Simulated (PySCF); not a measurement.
**Potential energy of OsS along the bond**

Set-up: Os def2-TZVPP with ECP60, S def2-TZVPP; scalar-relativistic core potentials (PySCF 2.14). Energies in eV from Os (5d6 6s2) + S in their ground configurations at the same level. State: ⁵Σ⁺ (quintet), unpaired electrons π ↑↑, δ ↑↑.

Curves on a restricted Hartree–Fock reference rise too fast on stretching and do not dissociate correctly.

```json
{"R (Å)": "1.872", "ROHF-CCSD": "-2.680"}
{"R (Å)": "1.955", "ROHF-CCSD": "-3.305"}
{"R (Å)": "2.018", "ROHF-CCSD": "-3.531"}
{"R (Å)": "2.080", "ROHF-CCSD": "-3.598"}
{"R (Å)": "2.142", "ROHF-CCSD": "-3.548"}
{"R (Å)": "2.226", "ROHF-CCSD": "-3.351"}
{"R (Å)": "2.330", "ROHF-CCSD": "-2.965"}
{"R (Å)": "2.454", "ROHF-CCSD": "-2.396"}
```

**Question.** Put a parabola through the three lowest points of the ROHF-CCSD curve and estimate Re, k and ωe (reduced mass 27.41 u; 1 eV/Å² = 0.16022 mdyn/Å; ωe = 1302.8·√(k/μ) cm⁻¹).

**Answer.** Through R = 2.018, 2.08, 2.142 Å the second-order coefficient is 15.2 eV/Å², so Re ≈ 2.085 Å, k ≈ 4.88 mdyn/Å and ωe ≈ 550 cm⁻¹. A polynomial fit of higher order to the unrounded ROHF-CCSD energies gives Re = 2.082 Å, k = 4.80 mdyn/Å, ωe = 545 cm⁻¹; anharmonicity and rounding make the difference.

The higher-order fit for each curve: ROHF-CCSD: Re = 2.082 Å, ωe = 545 cm⁻¹, De = 3.60 eV.

Correlated steps freeze 5 core orbitals. Spin–orbit coupling is left out, which matters for elements this heavy, above all for dissociation energies. The CCSD T1 diagnostic is raised, a sign that a single reference may not be enough here. With d or f electrons several states lie close, and the lowest PBE0 determinant need not be the measured ground state.
